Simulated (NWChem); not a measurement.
System: CCl$_{2}$, singlet; SMILES Cl[C]Cl

Input file for NWChem:

```
start job
memory heap 200 mb stack 900 mb global 1100 mb
geometry units angstroms noautosym nocenter noautoz
  Cl     1.421669     0.000000    -0.169289
  C      0.000000     0.000000     0.846797
  Cl    -1.421669     0.000000    -0.169289
end
basis spherical
  Cl library aug-cc-pvdz
  C library aug-cc-pvdz
end
dft
  xc xpbe96 cpbe96
  iterations 150
end
property
  response 1 0.0
end
task dft property
```

Excerpt of the output:

```
             Northwest Computational Chemistry Package (NWChem) 7.3.0
             --------------------------------------------------------

                             Geometry "geometry" -> ""
                             -------------------------

 Output coordinates in angstroms (scale by  1.889725989 to convert to a.u.)

  No.       Tag          Charge          X              Y              Z
 ---- ---------------- ---------- -------------- -------------- --------------
    1 Cl                  17.0000     1.42166900     0.00000000    -0.16928900
    2 C                    6.0000     0.00000000     0.00000000     0.84679700
    3 Cl                  17.0000    -1.42166900     0.00000000    -0.16928900

 Effective nuclear repulsion energy (a.u.)     115.5632039596

  pbe96 is a nonlocal functional; adding pw91lda local functional.
                              NWChem Property Module
                              ----------------------

                                 NWChem DFT Module
                                 -----------------

 Summary of "ao basis" -> "ao basis" (spherical)
 ------------------------------------------------------------------------------
       Tag                 Description            Shells   Functions and Types
 ---------------- ------------------------------  ------  ---------------------
 Cl                       aug-cc-pvdz               11       27   5s4p2d
 C                        aug-cc-pvdz                9       23   4s3p2d

            General Information
            -------------------
          SCF calculation type: DFT
          Wavefunction type:  closed shell.
          No. of atoms     :     3
          No. of electrons :    40
           Alpha electrons :    20
            Beta electrons :    20
          Charge           :     0
          Spin multiplicity:     1
          Use of symmetry is: off; symmetry adaption is: off
          Maximum number of iterations: 150
          AO basis - number of functions:    77
                     number of shells:    31
          Convergence on energy requested:  1.00D-06
          Convergence on density requested:  1.00D-05
          Convergence on gradient requested:  5.00D-04

              XC Information
              --------------
          PerdewBurkeErnzerhof Exchange Functional  1.000
            Perdew 1991 LDA Correlation Functional  1.000 local
           PerdewBurkeErnz. Correlation Functional  1.000 non-local

             Grid Information
             ----------------
          Grid used for XC integration:  medium
          Radial quadrature: Mura-Knowles
          Angular quadrature: Lebedev.
          Tag              B.-S. Rad. Rad. Pts. Rad. Cut. Ang. Pts.
          ---              ---------- --------- --------- ---------
          Cl                  1.00       88          12.0       590
          C                   0.70       49          11.0       434
          Grid pruning is: on
          Number of quadrature shells:   225
          Spatial weights used:  Erf1

      Superposition of Atomic Density Guess
      -------------------------------------

 Sum of atomic energies:        -956.61923445

      Non-variational initial energy
      ------------------------------

 Total energy =    -957.070596
 1-e energy   =   -1550.772482
 2-e energy   =     478.138681
 HOMO         =      -0.256199
 LUMO         =      -0.061566

   convergence    iter        energy       DeltaE   RMS-Dens  Diis-err
 ---------------- ----- ----------------- --------- --------- ---------
 d= 0,ls=0.0,diis     1   -957.8904643012 -1.07D+03  2.61D-02  8.21D-01
 d= 0,ls=0.0,diis     2   -957.0742530461  8.16D-01  1.85D-02  7.02D+00
 d= 0,ls=0.0,diis     3   -957.9948258548 -9.21D-01  2.97D-03  2.93D-02
 d= 0,ls=0.0,diis     4   -957.9970567836 -2.23D-03  1.18D-03  1.56D-02
 d= 0,ls=0.0,diis     5   -957.9992912590 -2.23D-03  1.11D-04  1.82D-04
  Resetting Diis
 d= 0,ls=0.0,diis     6   -957.9993178879 -2.66D-05  2.77D-05  6.43D-06
 d= 0,ls=0.0,diis     7   -957.9993188406 -9.53D-07  9.75D-06  2.58D-07

         Total DFT energy =     -957.999318840647
      One electron energy =    -1550.700914958917
           Coulomb energy =      538.476721997912
    Exchange-Corr. energy =      -61.338329839269
 Nuclear repulsion energy =      115.563203959626

 Numeric. integr. density =       39.999998300669

                       DFT Final Molecular Orbital Analysis
                       ------------------------------------

 Vector   18  Occ=2.000000D+00  E=-3.236325D-01
              MO Center=  3.1D-07,  7.0D-10, -1.5D-01, r^2= 3.2D+00
   Bfn.  Coefficient  Atom+Function         Bfn.  Coefficient  Atom+Function
  ----- ------------  ---------------      ----- ------------  ---------------
    10      0.455942  1 Cl py                60     -0.455942  3 Cl py
    13      0.325373  1 Cl py                63     -0.325373  3 Cl py
    16      0.029402  1 Cl py                66     -0.029402  3 Cl py
    41      0.028097  2 C  d -2

 Vector   19  Occ=2.000000D+00  E=-2.975239D-01
              MO Center=  2.1D-07,  1.7D-09, -1.3D-01, r^2= 3.3D+00
   Bfn.  Coefficient  Atom+Function         Bfn.  Coefficient  Atom+Function
  ----- ------------  ---------------      ----- ------------  ---------------
     9      0.356667  1 Cl px                59      0.356667  3 Cl px
    11      0.305980  1 Cl pz                61     -0.305980  3 Cl pz
    12      0.261448  1 Cl px                62      0.261448  3 Cl px
    14      0.219311  1 Cl pz                64     -0.219311  3 Cl pz
     4     -0.029480  1 Cl s                 54      0.029480  3 Cl s

 Vector   20  Occ=2.000000D+00  E=-2.378133D-01
              MO Center=  7.2D-08, -8.6D-10,  5.9D-01, r^2= 2.6D+00
   Bfn.  Coefficient  Atom+Function         Bfn.  Coefficient  Atom+Function
  ----- ------------  ---------------      ----- ------------  ---------------
    30      0.468565  2 C  s                 34      0.374461  2 C  pz
    11     -0.321358  1 Cl pz                61     -0.321358  3 Cl pz
    14     -0.258644  1 Cl pz                64     -0.258644  3 Cl pz
    29      0.254446  2 C  s                 37      0.196966  2 C  pz
    31      0.175128  2 C  s                  9      0.068893  1 Cl px

 Vector   21  Occ=0.000000D+00  E=-1.670213D-01
              MO Center=  4.3D-08, -2.4D-09,  4.8D-01, r^2= 2.2D+00
   Bfn.  Coefficient  Atom+Function         Bfn.  Coefficient  Atom+Function
  ----- ------------  ---------------      ----- ------------  ---------------
    33      0.596430  2 C  py                36      0.444220  2 C  py
    10     -0.260149  1 Cl py                60     -0.260149  3 Cl py
    13     -0.240676  1 Cl py                63     -0.240676  3 Cl py
    39      0.135609  2 C  py                16     -0.091756  1 Cl py
    66     -0.091756  3 Cl py                18     -0.047219  1 Cl d -2

 Vector   22  Occ=0.000000D+00  E=-5.147683D-02
              MO Center= -2.2D-07,  1.0D-09,  1.0D-01, r^2= 4.3D+00
   Bfn.  Coefficient  Atom+Function         Bfn.  Coefficient  Atom+Function
  ----- ------------  ---------------      ----- ------------  ---------------
    30      0.732482  2 C  s                 31      0.499943  2 C  s
    34     -0.455330  2 C  pz                37     -0.443971  2 C  pz
    12      0.358002  1 Cl px                62     -0.358002  3 Cl px
     5     -0.340273  1 Cl s                 55     -0.340273  3 Cl s
    15      0.300443  1 Cl px                65     -0.300443  3 Cl px

 Vector   23  Occ=0.000000D+00  E=-9.783419D-03
              MO Center=  1.5D-07,  6.1D-09, -2.1D-01, r^2= 7.4D+00
   Bfn.  Coefficient  Atom+Function         Bfn.  Coefficient  Atom+Function
  ----- ------------  ---------------      ----- ------------  ---------------
     5      0.791180  1 Cl s                 55     -0.791180  3 Cl s
    38     -0.773284  2 C  px                35     -0.582677  2 C  px
    32     -0.492185  2 C  px                17      0.470569  1 Cl pz
    67     -0.470569  3 Cl pz                15     -0.410693  1 Cl px
    65     -0.410693  3 Cl px                 4      0.305791  1 Cl s

     Multipole analysis of the density
     ---------------------------------

     L   x y z        total         alpha         beta         nuclear
     -   - - -        -----         -----         ----         -------
     0   0 0 0     -0.000000    -20.000000    -20.000000     40.000000

     1   1 0 0      0.000000      0.000000      0.000000      0.000000
     1   0 1 0     -0.000000     -0.000000     -0.000000      0.000000
     1   0 0 1     -0.403414      0.436117      0.436117     -1.275648

     2   2 0 0    -21.559943   -133.479694   -133.479694    245.399445
     2   1 1 0      0.000000      0.000000      0.000000      0.000000
     2   1 0 1     -0.000000     -0.000000     -0.000000      0.000000
     2   0 2 0    -22.434414    -11.217207    -11.217207      0.000000
     2   0 1 1     -0.000000     -0.000000     -0.000000      0.000000
     2   0 0 2    -24.739716    -21.791734    -21.791734     18.843753

 *** CALLING NEW AORESP DRIVER FOR CLOSED AND OPEN SHELLS ***
 Entering AOResponse driver routine

--------------------------------------------------------------------------------

[...]

 DFT Linear Response polarizability / au
 Frequency  =       0.0000000 / au
              X              Y              Z
 -----------------------------------------------
 X      64.0119719     -0.0000000      0.0000002
 Y      -0.0000000     30.6067314      0.0000000
 Z       0.0000002      0.0000000     39.7297808
 -----------------------------------------------
 Eigenvalues =      64.0119719     30.6067314     39.7297808
 Isotropic   =      44.7828280
 Anisotropic =      29.9062279
 -----------------------------------------------

 Magnetic Dipole Response Matrix (nonzero elements):

 Exiting AOResponse driver routine
```

Level: PBE/aug-cc-pVDZ. Low-valent species are run as closed-shell singlets; no triplet was tried in these runs. Structure relaxed at the PBE-D3(BJ)/def2-SVP level.
